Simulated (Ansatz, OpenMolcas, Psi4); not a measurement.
A ladder of methods for SnO (tin(ii) oxide)

SnO has 2 atoms, charge 0, and is taken as a singlet. As SMILES, `[O]=[Sn]`. The shape is that of a PBE0-D4/def2-TZVP optimisation.

```xyz
2

O     0.0000    0.0000   -0.0071
Sn    0.0000    0.0000    1.8107
```

Each level gives the HOMO–LUMO gap (eV). The values are calculated.

```tsv
level	kind	program	value (eV)	CPU time
SVWN5/def2-TZVPPD (core potential)	LDA	Ansatz	3.48	3.5 s
revPBE/def2-TZVPPD (core potential)	GGA	OpenMolcas	3.48	21 s
M06-L/def2-TZVPPD (core potential)	meta-GGA	OpenMolcas	3.74	27 s
TPSS/def2-TZVPPD (core potential)	meta-GGA	OpenMolcas	3.60	29 s
r2SCAN/def2-TZVPPD (core potential)	meta-GGA	OpenMolcas	3.86	28 s
B3LYP/def2-TZVPPD (core potential)	global hybrid	Psi4	4.95	33 s
BHLYP/def2-TZVPPD (core potential)	global hybrid	Ansatz	7.17	5.2 s
B2PLYP/def2-TZVPPD (core potential, density fitting for correlation)	double hybrid	Psi4	7.36	14 s
```

The values span 3.48 to 7.36 eV. Orbital gaps aren't excitation energies, and those of double hybrids come from the SCF part alone; they tend to grow with the share of exact exchange. Times are those of the runs behind each value, whatever else they computed, on shared processors of several kinds: orders of magnitude only.
